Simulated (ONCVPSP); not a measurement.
**PBE ONCV dataset for Si, scalar-relativistic all-electron reference.**

| Quantity | Value |
| --- | --- |
| Element | silicon |
| Generator | ONCVPSP 4.0.1 |
| Type | optimised norm-conserving Vanderbilt (ONCV) |
| Functional | PBE |
| Relativity | scalar-relativistic |
| Frozen core | [Ne] |
| Valence charge | 4 |
| Reference configuration | 3s2 3p2 |
| Partial waves | 3s: rc 1.90 bohr, ncon 4, nbas 7, qcut 2.8 1/bohr, 2 projectors, debl 1.4 Ha; 3p: rc 2.30 bohr, ncon 4, nbas 7, qcut 3.6 1/bohr, 2 projectors, debl 1 Ha |
| Local potential | polynomial inside 1.35 bohr (lpopt 2, dvloc0 -1 Ha) |
| Core correction | Teter function, fcfact 5.25, rcfact 1.6 |

- Cutoffs needed: 24 Ha and 32 Ha (the cutoffs (Ha) at which the residual kinetic energy of the hardest occupied pseudo-wave falls to 1 and 0.1 mHa per electron)
- Ghost test: no bound ghost flagged; GHOST(+) flagged for s at 142.2 eV
- Largest excitation error: -194 meV (all-electron minus pseudo) for 3s1 3p0, out of 4 test configurations
- rms error of d²Exc/dni dnj: 1.65 mHa without and 2.72 mHa with the model core
